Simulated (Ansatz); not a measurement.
praseodymium atom (Pr), quartet (core potentials on Pr); HF/def2-SVP (Ansatz, a quantum-chemistry and plane-wave program).

Here is a job for Ansatz.
Ansatz 0.2 input:
```yaml
crystal:
  periodic: [false, false, false]
  atoms:
    - {symbol: Pr, position_ang: [0.00000000, 0.00000000, 0.00000000]}
basis:
  gaussian:
    orbitals: def2-SVP
    point_charges:
      - {charge: 1.0, position_ang: [-1.4792, 0.0407, -2.6097]}
hamiltonian:
  xc: hf
magnetization: {spin_polarized: true, initial_magnetization: 3}
```

It wrote (shortened):

```
Functional definition: HF
546 factors; integrals over basis functions are off by at most 1.4e-4 eV
mean field evaluation 1: about -13969.0043 eV, gradient 9.9e1 eV
mean field evaluation 2: about -13970.1211 eV, gradient 9.9e1 eV
mean field evaluation 4: about -13944.1937 eV, gradient 1.7e2 eV
mean field evaluation 8: about -14023.4192 eV, gradient 1.6e1 eV
mean field evaluation 16: about -14024.3165 eV, gradient 5.6e-2 eV
mean field evaluation 32: about -14024.3170 eV, gradient 6.1e-3 eV
mean field evaluation 64: about -14024.5379 eV, gradient 5.0e-3 eV
mean field evaluation 96: about -14024.6066 eV, gradient 2.5e-1 eV
mean field evaluation 128: about -14024.6677 eV, gradient 3.6e-3 eV
mean field evaluation 160: about -14024.3184 eV, gradient 9.3e-1 eV
mean field evaluation 192: about -14024.6651 eV, gradient 1.2e-1 eV
mean field evaluation 224: about -14024.6613 eV, gradient 3.2e-2 eV
mean field evaluation 256: about -14024.6226 eV, gradient 1.9e-1 eV
mean field evaluation 288: about -14024.6611 eV, gradient 2.0e-2 eV
mean field evaluation 320: about -14024.6560 eV, gradient 1.0e-1 eV
mean field evaluation 352: about -14024.6411 eV, gradient 1.7e-1 eV
mean field evaluation 384: about -14024.5123 eV, gradient 1.2e-1 eV
mean field evaluation 416: about -14024.4177 eV, gradient 4.8e-1 eV
mean field evaluation 448: about -13988.3605 eV, gradient 9.0e1 eV
mean field evaluation 480: about -14002.1062 eV, gradient 2.8e1 eV
mean field evaluation 512: about -14011.0088 eV, gradient 2.0e1 eV
mean field evaluation 544: about -14024.3144 eV, gradient 1.6e-1 eV
mean field evaluation 576: about -14024.5211 eV, gradient 9.0e-1 eV
mean field evaluation 608: about -13984.9510 eV, gradient 9.2e1 eV
mean field evaluation 640: about -14014.6423 eV, gradient 1.3e1 eV
mean field evaluation 672: about -14024.6074 eV, gradient 2.6e-2 eV
mean field evaluation 704: about -14024.6659 eV, gradient 4.0e-2 eV
mean field evaluation 736: about -13984.2474 eV, gradient 9.2e1 eV
mean field evaluation 768: about -14004.6943 eV, gradient 2.7e1 eV
mean field -14024.66770468 eV, -515.3970318858 hartree, gradient 3.0e-6 eV, S^2 3.797000; 9 other end points of the search recorded, 0 dependent functions left out
reference -14024.66770468 eV, -515.3970318858 hartree; 17, 14 occupied and 61, 64 virtual orbitals, 546 factors
Total energy: -14024.66770468 eV, -515.3970318858 hartree
```
